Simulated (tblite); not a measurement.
A geometry optimisation, step by step.

Species: C2H11FGe2Si.
Atom-mapped SMILES: `[CH3:1][Ge@@H:2]([CH2:3][F:4])[SiH2:5][GeH3:6]` (hydrogens: H7, H8, H9 on C1; H10 on Ge2; H11, H12 on C3; H13, H14 on Si5; H15, H16, H17 on Ge6)

Computed with GFN2-xTB (tblite), gas phase: L-BFGS steps from a force-field or distance-geometry start until the largest atomic force falls under 0.01 eV/Å. 5 of its 230 geometries are shown.

Step 0: E = -548.8753 eV, largest atomic force 1.805 eV/Å
```
atom  x, y, z in Å  |  force x, y, z in eV/Å
C1     -1.888    1.023   -1.361   -0.948   0.943  -0.268
Ge2    -0.926    0.482    0.236   -0.157   1.519   0.828
C3     -1.350   -1.321    0.777   -1.574  -0.831  -0.297
F4     -2.030   -1.245    1.987    0.332  -0.241  -0.028
Si5     1.300    0.908   -0.001    0.408   1.061  -0.281
Ge6     2.713   -0.845    0.322    1.021  -0.178   0.215
H7     -2.758    1.677   -1.071    0.805  -0.567  -0.377
H8     -2.309    0.177   -1.906    0.239   0.220  -0.158
H9     -1.209    1.633   -1.988   -0.591  -0.493   0.131
H10    -1.470    1.439    1.366    0.166  -0.596  -0.400
H11    -0.498   -1.994    0.880   -0.173  -0.121   0.145
H12    -2.116   -1.747    0.066    0.807   0.006   0.535
H13     1.512    1.394   -1.381   -0.009  -0.007   0.140
H14     1.651    2.054    0.865    0.007  -0.203  -0.145
H15     3.534   -1.062   -0.985   -0.327  -0.241   0.694
H16     2.049   -2.146    0.802    0.482   0.242  -0.207
H17     3.788   -0.415    1.384   -0.487  -0.514  -0.525
```

Step 57: E = -549.3285 eV, largest atomic force 0.123 eV/Å
```
atom  x, y, z in Å  |  force x, y, z in eV/Å
C1     -2.014    1.037   -1.395    0.035   0.010   0.118
Ge2    -0.917    0.620    0.210    0.018   0.012  -0.012
C3     -1.368   -1.259    0.765    0.025   0.028  -0.043
F4     -1.896   -1.200    2.041   -0.001  -0.054  -0.063
Si5     1.403    1.021   -0.043   -0.098   0.047   0.010
Ge6     2.751   -0.850    0.341   -0.070  -0.099   0.019
H7     -3.048    1.219   -1.121   -0.052  -0.001   0.031
H8     -1.995    0.203   -2.089    0.039  -0.065  -0.092
H9     -1.640    1.917   -1.908    0.013   0.030  -0.009
H10    -1.487    1.413    1.373    0.000   0.031  -0.052
H11    -0.495   -1.916    0.816   -0.028  -0.018   0.028
H12    -2.119   -1.731    0.126   -0.018   0.014   0.066
H13     1.689    1.549   -1.382   -0.029  -0.014   0.026
H14     1.754    2.076    0.913    0.063   0.007  -0.019
H15     3.518   -1.344   -0.848    0.019   0.010  -0.030
H16     2.051   -2.098    0.813    0.027   0.060  -0.013
H17     3.806   -0.645    1.379    0.059   0.002   0.036
```

Step 114: E = -549.3546 eV, largest atomic force 0.023 eV/Å
```
atom  x, y, z in Å  |  force x, y, z in eV/Å
C1     -1.925    1.004   -1.403   -0.016   0.015  -0.008
Ge2    -0.919    0.623    0.257    0.001   0.004   0.001
C3     -1.435   -1.246    0.785    0.011   0.005   0.008
F4     -1.732   -1.238    2.134    0.011  -0.010   0.008
Si5     1.392    1.035   -0.013   -0.001  -0.013   0.007
Ge6     2.740   -0.848    0.338   -0.005  -0.002   0.009
H7     -2.988    0.827   -1.259   -0.003   0.005  -0.021
H8     -1.581    0.368   -2.216   -0.011   0.010  -0.008
H9     -1.793    2.039   -1.706   -0.008  -0.009  -0.019
H10    -1.559    1.458    1.349    0.004  -0.002   0.004
H11    -0.642   -1.985    0.647    0.003  -0.004  -0.014
H12    -2.333   -1.595    0.269    0.014   0.010   0.016
H13     1.602    1.530   -1.379    0.003  -0.015   0.001
H14     1.821    2.115    0.880   -0.004  -0.007   0.012
H15     3.419   -1.392   -0.885   -0.002   0.023   0.001
H16     2.055   -2.062    0.896    0.000   0.008   0.015
H17     3.872   -0.620    1.295    0.003  -0.018  -0.013
```

Step 172: E = -549.4274 eV, largest atomic force 0.039 eV/Å
```
atom  x, y, z in Å  |  force x, y, z in eV/Å
C1     -1.937    0.966   -1.562    0.017   0.016   0.031
Ge2    -0.989    0.719    0.163   -0.024  -0.024  -0.003
C3     -1.351   -1.172    0.726   -0.005   0.011   0.024
F4     -0.473   -1.466    1.763    0.003  -0.004  -0.012
Si5     1.349    1.046    0.181    0.014   0.006   0.015
Ge6     2.605   -0.907    0.482   -0.018   0.025   0.009
H7     -2.986    0.700   -1.472   -0.025  -0.008   0.011
H8     -1.495    0.340   -2.332    0.014  -0.006  -0.016
H9     -1.878    1.998   -1.891    0.006   0.008  -0.011
H10    -1.737    1.556    1.194    0.008  -0.006  -0.015
H11    -1.140   -1.897   -0.065   -0.016  -0.003   0.015
H12    -2.357   -1.350    1.112    0.015   0.002  -0.029
H13     1.721    1.653   -1.105    0.006  -0.006  -0.007
H14     1.691    2.030    1.212   -0.008  -0.003   0.006
H15     2.931   -1.584   -0.822   -0.001  -0.010   0.015
H16     2.078   -2.003    1.345    0.001   0.003  -0.012
H17     3.960   -0.616    1.060    0.013   0.000  -0.021
```

Step 229: E = -549.4993 eV, largest atomic force 0.010 eV/Å
```
atom  x, y, z in Å  |  force x, y, z in eV/Å
C1     -1.793    0.940   -1.655   -0.001  -0.006   0.001
Ge2    -1.013    0.729    0.155   -0.004   0.002  -0.001
C3     -1.351   -1.195    0.663    0.002   0.002  -0.003
F4     -0.151   -1.746    1.110    0.003  -0.005   0.005
Si5     1.308    1.111    0.372    0.004   0.003   0.002
Ge6     2.525   -0.876    0.546    0.002   0.001   0.000
H7     -2.847    0.675   -1.662   -0.001   0.006   0.004
H8     -1.277    0.294   -2.363    0.005   0.006  -0.003
H9     -1.697    1.964   -2.003   -0.007  -0.002  -0.002
H10    -1.919    1.518    1.097    0.006  -0.005  -0.003
H11    -1.666   -1.808   -0.184   -0.010   0.000  -0.002
H12    -2.067   -1.322    1.476   -0.001   0.000   0.000
H13     1.737    1.872   -0.808    0.001   0.001  -0.005
H14     1.536    1.977    1.533   -0.002  -0.003  -0.001
H15     2.176   -1.932   -0.456    0.002   0.002   0.001
H16     2.500   -1.558    1.873    0.002  -0.002   0.005
H17     3.991   -0.631    0.295   -0.003   0.001   0.001
```

Question: Summarise the path.

Answer: The energy falls by 60.21 kJ/mol from step 0 to step 229; nine tenths of that is first reached at step 194. It rises by more than 0.2 meV at steps 126, 129, 132, 135, 138, 141, 192 and 196. The largest force goes from 1.805 to 0.010 eV/Å. Among the bonds Ge2–C3 changes most, from 1.931 to 2.018 Å; the atoms move by 1.078 Å rms after alignment.

The cost below is that of the whole relaxation. The run took 3.2 s on Arm Neoverse N1, one thread, no GPU, shared host.
